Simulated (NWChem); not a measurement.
System: CH$_{8}$O$_{2}$Si$_{2}$; SMILES OC[SiH2]O[SiH3]

NWChem input:

```
start job
memory heap 200 mb stack 900 mb global 1100 mb
geometry units angstroms noautosym nocenter noautoz
  O      0.009657    -3.187759     0.021155
  C      0.700886    -1.954288    -0.053387
  Si    -0.545033    -0.534254    -0.054545
  O      0.249366     0.922694     0.000231
  Si     0.185712     2.577230     0.021784
  H     -0.395087    -3.252533     0.892644
  H      1.455657    -1.833728     0.749281
  H      1.266952    -1.955759    -0.999151
  H     -1.410569    -0.606872    -1.269315
  H     -1.415751    -0.690686     1.155813
  H     -0.458488     3.090992    -1.224769
  H     -0.598314     3.053081     1.201849
  H      1.577799     3.101328     0.110615
end
basis spherical
  * library 6-31+g*
end
dft
  xc pbe0
  iterations 150
end
property
  response 1 0.0
end
task dft property
```

Excerpt of the output:

```
             Northwest Computational Chemistry Package (NWChem) 7.3.0
             --------------------------------------------------------

                             Geometry "geometry" -> ""
                             -------------------------

 Output coordinates in angstroms (scale by  1.889725989 to convert to a.u.)

  No.       Tag          Charge          X              Y              Z
 ---- ---------------- ---------- -------------- -------------- --------------
    1 O                    8.0000     0.00965700    -3.18775900     0.02115500
    2 C                    6.0000     0.70088600    -1.95428800    -0.05338700
    3 Si                  14.0000    -0.54503300    -0.53425400    -0.05454500
    4 O                    8.0000     0.24936600     0.92269400     0.00023100
    5 Si                  14.0000     0.18571200     2.57723000     0.02178400
    6 H                    1.0000    -0.39508700    -3.25253300     0.89264400
    7 H                    1.0000     1.45565700    -1.83372800     0.74928100
    8 H                    1.0000     1.26695200    -1.95575900    -0.99915100
    9 H                    1.0000    -1.41056900    -0.60687200    -1.26931500
   10 H                    1.0000    -1.41575100    -0.69068600     1.15581300
   11 H                    1.0000    -0.45848800     3.09099200    -1.22476900
   12 H                    1.0000    -0.59831400     3.05308100     1.20184900
   13 H                    1.0000     1.57779900     3.10132800     0.11061500

 Effective nuclear repulsion energy (a.u.)     292.0540442515

                              NWChem Property Module
                              ----------------------

                                 NWChem DFT Module
                                 -----------------

 Summary of "ao basis" -> "ao basis" (spherical)
 ------------------------------------------------------------------------------
       Tag                 Description            Shells   Functions and Types
 ---------------- ------------------------------  ------  ---------------------
 O                          6-31+g*                  8       18   4s3p1d
 C                          6-31+g*                  8       18   4s3p1d
 Si                         6-31+g*                 10       22   5s4p1d
 H                          6-31+g*                  2        2   2s

            General Information
            -------------------
          SCF calculation type: DFT
          Wavefunction type:  closed shell.
          No. of atoms     :    13
          No. of electrons :    58
           Alpha electrons :    29
            Beta electrons :    29
          Charge           :     0
          Spin multiplicity:     1
          Use of symmetry is: off; symmetry adaption is: off
          Maximum number of iterations: 150
          AO basis - number of functions:   114
                     number of shells:    60
          Convergence on energy requested:  1.00D-06
          Convergence on density requested:  1.00D-05
          Convergence on gradient requested:  5.00D-04

              XC Information
              --------------
                         PBE0 Method XC Functional
                     Hartree-Fock (Exact) Exchange  0.250
          PerdewBurkeErnzerhof Exchange Functional  0.750
            Perdew 1991 LDA Correlation Functional  1.000 local
           PerdewBurkeErnz. Correlation Functional  1.000 non-local

             Grid Information
             ----------------
          Grid used for XC integration:  medium
          Radial quadrature: Mura-Knowles
          Angular quadrature: Lebedev.
          Tag              B.-S. Rad. Rad. Pts. Rad. Cut. Ang. Pts.
          ---              ---------- --------- --------- ---------
          O                   0.60       49          17.0       434
          C                   0.70       49          15.0       434
          Si                  1.10       88          15.0       590
          H                   0.35       45          16.0       434
          Grid pruning is: on
          Number of quadrature shells:   683
          Spatial weights used:  Erf1

      Superposition of Atomic Density Guess
      -------------------------------------

 Sum of atomic energies:        -768.79839170

      Non-variational initial energy
      ------------------------------

 Total energy =    -770.777858
 1-e energy   =   -1642.542994
 2-e energy   =     579.711092
 HOMO         =      -0.313971
 LUMO         =      -0.008327

   convergence    iter        energy       DeltaE   RMS-Dens  Diis-err
 ---------------- ----- ----------------- --------- --------- ---------
 d= 0,ls=0.0,diis     1   -771.8123664837 -1.06D+03  1.46D-02  8.58D-01
 d= 0,ls=0.0,diis     2   -771.7508006693  6.16D-02  7.89D-03  1.63D+00
 d= 0,ls=0.0,diis     3   -771.9054786729 -1.55D-01  1.37D-03  3.29D-02
 d= 0,ls=0.0,diis     4   -771.9082830103 -2.80D-03  5.27D-04  5.12D-03
 d= 0,ls=0.0,diis     5   -771.9087650316 -4.82D-04  1.53D-04  5.69D-04
  Resetting Diis
 d= 0,ls=0.0,diis     6   -771.9088190591 -5.40D-05  2.99D-05  5.82D-06
 d= 0,ls=0.0,diis     7   -771.9088197878 -7.29D-07  1.38D-05  7.58D-07
 d= 0,ls=0.0,diis     8   -771.9088197537  3.42D-08  7.05D-06  1.06D-06

         Total DFT energy =     -771.908819753652
      One electron energy =    -1647.069693274779
           Coulomb energy =      650.141782183556
    Exchange-Corr. energy =      -67.034952913961
 Nuclear repulsion energy =      292.054044251532

 Numeric. integr. density =       57.999976153533

                       DFT Final Molecular Orbital Analysis
                       ------------------------------------

 Vector   27  Occ=2.000000D+00  E=-3.333268D-01
              MO Center=  3.7D-01,  1.1D+00,  1.8D-02, r^2= 6.5D+00
   Bfn.  Coefficient  Atom+Function         Bfn.  Coefficient  Atom+Function
  ----- ------------  ---------------      ----- ------------  ---------------
    61      0.360352   4 O  px               65      0.267130   4 O  px
   114     -0.253440  13 H  s                83     -0.239848   5 Si px
   113     -0.197289  13 H  s                46      0.194077   3 Si s
     3      0.184409   1 O  px                5      0.150581   1 O  pz
   110      0.147383  11 H  s                28     -0.143913   2 C  s

 Vector   28  Occ=2.000000D+00  E=-3.189355D-01
              MO Center= -4.5D-01,  9.0D-01, -1.5D-02, r^2= 4.3D+00
   Bfn.  Coefficient  Atom+Function         Bfn.  Coefficient  Atom+Function
  ----- ------------  ---------------      ----- ------------  ---------------
    63      0.406178   4 O  pz               67      0.308162   4 O  pz
   108     -0.214024  10 H  s               106      0.199622   9 H  s
    45     -0.185521   3 Si pz              110      0.183627  11 H  s
   112     -0.180688  12 H  s               107     -0.160851  10 H  s
    85     -0.156817   5 Si pz              105      0.155327   9 H  s

 Vector   29  Occ=2.000000D+00  E=-2.768444D-01
              MO Center=  1.4D-01, -2.1D+00,  1.6D-02, r^2= 2.9D+00
   Bfn.  Coefficient  Atom+Function         Bfn.  Coefficient  Atom+Function
  ----- ------------  ---------------      ----- ------------  ---------------
     3      0.375636   1 O  px                7      0.276345   1 O  px
     4     -0.266340   1 O  py               43      0.229947   3 Si px
    21     -0.225322   2 C  px                8     -0.197056   1 O  py
    22      0.184812   2 C  py               44     -0.158898   3 Si py
    68     -0.148229   4 O  s               102     -0.147341   7 H  s

 Vector   30  Occ=0.000000D+00  E=-1.581601D-02
              MO Center= -1.9D-01,  6.3D-01,  5.3D-02, r^2= 9.9D+00
   Bfn.  Coefficient  Atom+Function         Bfn.  Coefficient  Atom+Function
  ----- ------------  ---------------      ----- ------------  ---------------
    68      1.532546   4 O  s                88      0.712456   5 Si py
    48     -0.588554   3 Si py               86     -0.511966   5 Si s
    46     -0.447280   3 Si s                10     -0.410965   1 O  s
    52     -0.342136   3 Si py               64      0.339401   4 O  s
    92      0.317307   5 Si py               90     -0.298994   5 Si s

 Vector   31  Occ=0.000000D+00  E= 1.167918D-03
              MO Center=  2.3D-01, -1.5D+00,  8.0D-01, r^2= 1.1D+01
   Bfn.  Coefficient  Atom+Function         Bfn.  Coefficient  Atom+Function
  ----- ------------  ---------------      ----- ------------  ---------------
    50      2.780907   3 Si s                28     -2.175176   2 C  s
    52     -0.989387   3 Si py               30     -0.874055   2 C  py
    51      0.826198   3 Si px               47      0.589199   3 Si px
    90      0.504836   5 Si s                68     -0.490750   4 O  s
    10     -0.485754   1 O  s                29      0.401095   2 C  px

 Vector   32  Occ=0.000000D+00  E= 1.339419D-02
              MO Center= -3.8D-01,  3.3D+00,  6.0D-02, r^2= 1.1D+01
   Bfn.  Coefficient  Atom+Function         Bfn.  Coefficient  Atom+Function
  ----- ------------  ---------------      ----- ------------  ---------------
    86      1.374624   5 Si s                90     -1.116867   5 Si s
    92     -0.636358   5 Si py               50     -0.515580   3 Si s
    46      0.479621   3 Si s                51      0.332586   3 Si px
    82      0.273534   5 Si s                52     -0.253180   3 Si py
   114     -0.200826  13 H  s                30     -0.162827   2 C  py

     Multipole analysis of the density
     ---------------------------------

     L   x y z        total         alpha         beta         nuclear
     -   - - -        -----         -----         ----         -------
     0   0 0 0     -0.000000    -29.000000    -29.000000     58.000000

     1   1 0 0      0.028490     -1.184980     -1.184980      2.398450
     1   0 1 0      0.341937      0.491051      0.491051     -0.640165
     1   0 0 1      0.468983      0.225913      0.225913      0.017157

     2   2 0 0    -35.320577    -51.619778    -51.619778     67.918979
     2   1 1 0      0.103667     -6.687694     -6.687694     13.479056
     2   1 0 1     -0.737771     -0.179039     -0.179039     -0.379693
     2   0 2 0    -38.233472   -474.627490   -474.627490    911.021509
     2   0 1 1     -3.532949     -0.262334     -0.262334     -3.008281
     2   0 0 2    -34.324249    -32.034386    -32.034386     29.744522

 *** CALLING NEW AORESP DRIVER FOR CLOSED AND OPEN SHELLS ***
 Entering AOResponse driver routine

--------------------------------------------------------------------------------

          -----------------------------------------------
          Solving response equations for perturbing field
          -----------------------------------------------

 number of frequencies:     1
 frequency in a.u.:  0.0000000E+00
 Perturbing field: electric
 Using El. Dipole Length Gauge

 Setting up CPKS with frequency omega =      0.00000000 a.u.

 STATIC response

                                NWChem CPHF Module
                                ------------------

  scftype          =     RHF
  nclosed          =       29
  nopen            =        0
  variables        =     2465
  # of vectors     =        3
  tolerance        = 0.10D-03
  level shift      = 0.00D+00
  max iterations   =       50
  max subspace     =       30

 SCF residual:    7.8232141216095572E-005

Iterative solution of linear equations
  No. of variables     2465
  No. of equations        3
  Maximum subspace       30
        Iterations       50
       Convergence  1.0D-04

   iter   nsub   residual    time
   ----  ------  --------  ---------
     1      3    1.46D+00      48.5
     2      6    1.73D+00      57.1
     3      9    6.54D-01      67.3
     4     12    4.76D-02      77.2
     5     15    5.69D-03      86.5
     6     18    1.08D-03      95.5
     7     21    1.56D-04     104.1
     8     24    1.94D-05     113.5

 Electric Dipole Response Matrix (nonzero elements):

              1        2        3
    1   64.3001   0.3493  -0.2250
    2    0.3492  75.6279  -0.7199
    3   -0.2251  -0.7199  61.3572

 ------------------------------------------
 average:        67.09507 + I       0.00000

 DFT Linear Response polarizability / au
 Frequency  =       0.0000000 / au
              X              Y              Z
 -----------------------------------------------
 X      64.3001412      0.3492505     -0.2250350
 Y       0.3492258     75.6278509     -0.7199338
 Z      -0.2250516     -0.7199027     61.3572328
 -----------------------------------------------
 Eigenvalues =      64.3031223     75.6754822     61.3066203
 Isotropic   =      67.0950750
 Anisotropic =      13.1296189
 -----------------------------------------------

 Magnetic Dipole Response Matrix (nonzero elements):

 Exiting AOResponse driver routine
```

Level: PBE0/6-31+G* (spherical d). Geometry: optimised at PBE0/def2-SVP.
